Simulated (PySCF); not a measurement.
# Correlation energy of O⁺ (oxygen, charge +1)

[He] 2s1 2p4, high-spin 4P determinant (an excited configuration). Computed with PySCF 2.14 in dyall-acv3z, with scalar relativity by spin-free X2C-1e. Frozen: nothing; 7 electrons correlated; the 5 highest virtual orbitals of each spin left out.

MP2 pair energies summed by pair of shells (mhartree):

```tsv
pair	energy	share (%)
2p-2p	-83.59	54.7
1s-1s	-38.30	25.0
2s-2p	-16.25	10.6
1s-2p	-12.08	7.9
1s-2s	-2.73	1.8
```

Total MP2 correlation energy: -152.96 mhartree.

Same-spin part -36.28 and opposite-spin part -116.68 mhartree; SCS-MP2 scales them by 1/3 and 6/5 to -152.11 mhartree.
